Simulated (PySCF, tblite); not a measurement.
Isomers of C6H10OSi. Method: GFN2-xTB as coded in tblite; computed harmonic values from a numerical Hessian at the method's own geometry, unscaled. Against measured fundamentals such values can be off by several per cent, at times by over 20. Modes of hydrogen on silicon can be 10 to 20 % off. One conformer each.

Electronic energies: PBE0/pcSseg-1 single points on the GFN2-xTB geometries (PySCF, gas phase).

| SMILES | electronic energy, lowest = 0 (kJ/mol) |
| --- | --- |
| CC#C[C@@H]1[SiH2]O[C@@H]1C | 0.0 |
| C#CC(=O)C(C)(C)[SiH3] | 90.6 |
| C=C(C)[C@H]1C[SiH2]C1=O | 1.7 |

Problem. How do GFN2-xTB zero-point energies change the relative energies?

Solution. 
| SMILES | ZPE (kJ/mol) | of it from modes above 1550 cm⁻¹ | electronic (kJ/mol) | with ZPE, lowest = 0 (kJ/mol) | lowest mode (cm⁻¹) | rings |
| --- | --- | --- | --- | --- | --- | --- |
| CC#C[C@@H]1[SiH2]O[C@@H]1C | 364.1 | 185.5 | 0.0 | 0.0 | 8 | 1 |
| C=C(C)[C@H]1C[SiH2]C1=O | 363.5 | 193.5 | 1.7 | 1.1 | 51 | 1 |
| C#CC(=O)C(C)(C)[SiH3] | 351.5 | 193.2 | 90.6 | 77.9 | 37 | 0 |

The zero-point energies span 12.6 kJ/mol, from `C#CC(=O)C(C)(C)[SiH3]` to `CC#C[C@@H]1[SiH2]O[C@@H]1C`. The order is unchanged.

Problem. And how do the electronic energies of GFN2-xTB itself compare?

Solution. `CC#C[C@@H]1[SiH2]O[C@@H]1C` 0.0; `C=C(C)[C@H]1C[SiH2]C1=O` 107.8; `C#CC(=O)C(C)(C)[SiH3]` 142.6 kJ/mol, lowest = 0. Against the energies above, taken from the same isomer `CC#C[C@@H]1[SiH2]O[C@@H]1C`, the largest difference is 106.1 kJ/mol.
